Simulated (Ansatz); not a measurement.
CH4BFO2, SMILES `COB(O)F`. Charge 0, multiplicity 1.

Cartesian coordinates in Å:
```
C 0.239 -1.301 -0.341
O 0.064 -0.187 0.513
B -0.205 1.055 0.046
O -0.369 2.100 0.892
F -0.318 1.297 -1.260
H 1.224 -1.734 -0.158
H 0.159 -1.020 -1.393
H -0.523 -2.048 -0.110
H -0.271 1.838 1.811
```

**Question.** Give the diagnostics of a CCSD(T)/def2-TZVPP run (frozen core, Ansatz). (Estimate.)

**Answer.** Ansatz gave: T1 = 0.0117, largest single amplitude 0.026, largest double 0.016, (T) share of the correlation energy 3.3 %, 9 CCSD cycles. The RHF solution is stable towards an unrestricted one. T1 lies under the customary mark of 0.02 for closed shells.
